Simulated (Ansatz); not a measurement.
Basis sets compared for Zr(OH)4 (ZrO4H4). Charge 0, multiplicity 1. Geometry PBE-D4/def2-SVP. Ansatz on 4 threads of Arm Neoverse V2 on a shared host; times are rough, and most runs start from earlier orbitals.

Cartesian coordinates in Å:
```
Zr 0.0000 0.0000 0.0000
O -0.4364 1.6038 0.9971
H -0.6584 2.4022 1.4903
O 1.3055 -1.0391 0.9864
H 1.9583 -1.5528 1.4759
O 0.7351 0.4920 -1.7246
H 1.1032 0.7324 -2.5828
O -1.6042 -1.0566 -0.2589
H -2.4031 -1.5819 -0.3835
```

In the def2 sets Zr takes a core potential; there is no spin–orbit coupling.

Binding counts from free atoms (Zr triplet, O triplet, H doublet) in the same basis, without a counterpoise term.

```json
{"level": "PBE-D4/def2-SVP", "functions": "107", "energy (Eh)": "-350.0856", "HOMO (eV)": "-6.43", "LUMO (eV)": "-0.41", "binding per atom (eV)": "–", "wall time": "0.9 s"}
{"level": "PBE-D4/def2-TZVP", "functions": "188", "energy (Eh)": "-350.4646", "HOMO (eV)": "-6.77", "LUMO (eV)": "-0.64", "binding per atom (eV)": "–", "wall time": "1.4 s"}
{"level": "r2SCAN-D4/def2-TZVP (with forces)", "functions": "188", "energy (Eh)": "-350.6424", "HOMO (eV)": "-7.15", "LUMO (eV)": "0.00", "binding per atom (eV)": "–", "wall time": "3.5 s"}
{"level": "PBE0-D4/def2-SVP", "functions": "107", "energy (Eh)": "-350.0516", "HOMO (eV)": "-8.17", "LUMO (eV)": "0.26", "binding per atom (eV)": "4.48", "wall time": "1.1 s"}
{"level": "PBE0-D4/def2-TZVP", "functions": "188", "energy (Eh)": "-350.4272", "HOMO (eV)": "-8.44", "LUMO (eV)": "0.03", "binding per atom (eV)": "4.43", "wall time": "1.7 s"}
```

Estimate the rows for PBE-D4/def2-TZVPD, r2SCAN-D4/def2-TZVPD, PBE0-D4/def2-TZVPD.


```json
{"level": "PBE-D4/def2-TZVPD", "functions": "236", "energy (Eh)": "-350.4700", "HOMO (eV)": "-6.91", "LUMO (eV)": "-0.86", "binding per atom (eV)": "–", "wall time": "2 s"}
{"level": "r2SCAN-D4/def2-TZVPD", "functions": "236", "energy (Eh)": "-350.6458", "HOMO (eV)": "-7.24", "LUMO (eV)": "-0.26", "binding per atom (eV)": "–", "wall time": "4.1 s"}
{"level": "PBE0-D4/def2-TZVPD", "functions": "236", "energy (Eh)": "-350.4315", "HOMO (eV)": "-8.55", "LUMO (eV)": "-0.24", "binding per atom (eV)": "4.44", "wall time": "2.9 s"}
```
